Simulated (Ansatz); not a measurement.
Coupled-cluster run, `C[C](=N)[GeH3]`.

```yaml
crystal:
  periodic: [false, false, false]
  atoms:
    - {symbol: C, position_ang: [-0.761299, 1.311899, 0.348562]}
    - {symbol: C, position_ang: [-0.545870, -0.147934, 0.105492]}
    - {symbol: N, position_ang: [-1.522091, -0.948620, 0.214882]}
    - {symbol: Ge, position_ang: [1.285820, -0.732766, -0.379482]}
    - {symbol: H, position_ang: [-0.116103, 1.664714, 1.159167]}
    - {symbol: H, position_ang: [-1.804408, 1.500373, 0.606261]}
    - {symbol: H, position_ang: [-0.495216, 1.891688, -0.540777]}
    - {symbol: H, position_ang: [-1.249828, -1.913348, 0.025159]}
    - {symbol: H, position_ang: [2.283274, -0.373206, 0.735325]}
    - {symbol: H, position_ang: [1.746271, -0.051848, -1.679993]}
    - {symbol: H, position_ang: [1.244647, -2.257951, -0.573995]}
basis:
  gaussian: {orbitals: def2-TZVPP}
correlation: {method: ccsd_t}
```

```sh
$ ansatz run in.yaml --threads 4 --pin off --events-out ev --progress --plain --max-ram 10444MiB
```

The program prints (abridged):

```
Functional definition: HF
1430 factors; integrals over basis functions are off by at most 1.3e-3 eV
mean field evaluation 1: about -60123.6918 eV, gradient 3.7e1 eV
mean field evaluation 2: about -60123.8759 eV, gradient 3.7e1 eV
mean field evaluation 4: about -60127.5270 eV, gradient 4.6e0 eV
mean field evaluation 8: about -60127.6123 eV, gradient 4.0e-1 eV
mean field evaluation 16: about -60127.6145 eV, gradient 1.8e-6 eV
mean field -60127.61446880 eV, -2209.6490757676 hartree, gradient 1.8e-6 eV, S^2 0.000000; 0 other end points of the search recorded, 0 dependent functions left out
12 core orbitals not correlated: weight in the atoms' cores, before any rotation towards them, 1.000 or more for the frozen orbitals, at most 0.000 for the correlated occupied ones
reference -60127.61446880 eV, -2209.6490757676 hartree; 17, 17 occupied and 210, 210 virtual orbitals, 1430 factors
second order -21.89623778 eV of doubles, -0.00000000 eV of singles
cycle   1  -22.04326863 eV  change   -1.5e-1 eV  update   1.1e-1
cycle   2  -22.72533704 eV  change   -6.8e-1 eV  update   3.4e-2
cycle   3  -22.84179108 eV  change   -1.2e-1 eV  update   1.6e-2
cycle   4  -22.83137262 eV  change    1.0e-2 eV  update   4.2e-3
cycle   5  -22.83181312 eV  change   -4.4e-4 eV  update   2.0e-3
cycle   6  -22.83220509 eV  change   -3.9e-4 eV  update   5.2e-4
cycle   7  -22.83198554 eV  change    2.2e-4 eV  update   2.2e-4
cycle   8  -22.83200309 eV  change   -1.8e-5 eV  update   7.5e-5
cycle   9  -22.83201570 eV  change   -1.3e-5 eV  update   2.8e-5
perturbative correction -0.95002783 eV, -0.0349128790 hartree
Total energy: -60151.39651234 eV, -2210.5230497476 hartree
```

It took 2.4 min on 4 threads of an Arm Neoverse V1 on a shared host, with 4.7 GiB of host memory at the peak.

MP2 recovers 92.1 % of the CCSD(T) correlation energy and the triples give 4.0 %; T1 = 0.0123.
